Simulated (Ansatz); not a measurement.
One change: `CC(=O)OBF` becomes `CC(=O)O[SiH2]Cl`.

Ansatz, PBE0-D4/def2-TZVP geometries, multiplicity 1. Each molecule was computed in one conformer, which needn't be the lowest.

```json
{"property": "size of the dipole moment (ωB97M-V/def2-TZVPP) / D", "`CC(=O)OBF`": "2.29"}
{"property": "size of the dipole moment (PBE/def2-TZVPP) / D", "`CC(=O)OBF`": "2.23"}
{"property": "HOMO–LUMO gap (B3LYP/def2-TZVPP) / eV", "`CC(=O)OBF`": "7.19"}
{"property": "HOMO–LUMO gap (PBE0/def2-TZVPP) / eV", "`CC(=O)OBF`": "7.73"}
{"property": "HOMO–LUMO gap (PBE/def2-TZVPP) / eV", "`CC(=O)OBF`": "4.90"}
{"property": "zero-point energy (PBE0-D4/def2-TZVP) / kJ/mol", "`CC(=O)OBF`": "177.8"}
```

(1) What does the change do to each property? (Best estimate.)

Answers

(1) Ansatz gave: 
```tsv
property	`CC(=O)O[SiH2]Cl`	shift
size of the dipole moment (ωB97M-V/def2-TZVPP) / D	1.90	-0.39
size of the dipole moment (PBE/def2-TZVPP) / D	1.83	-0.40
HOMO–LUMO gap (B3LYP/def2-TZVPP) / eV	7.66	0.47
HOMO–LUMO gap (PBE0/def2-TZVPP) / eV	8.21	0.48
HOMO–LUMO gap (PBE/def2-TZVPP) / eV	5.39	0.49
zero-point energy (PBE0-D4/def2-TZVP) / kJ/mol	186.9	9.1
```

The zero-point energy changes by 9.1 kJ/mol with +3 modes. Dipoles are sizes alone; their direction can turn.

B3LYP here is the variant with VWN-RPA as its local correlation; programs differ in this.
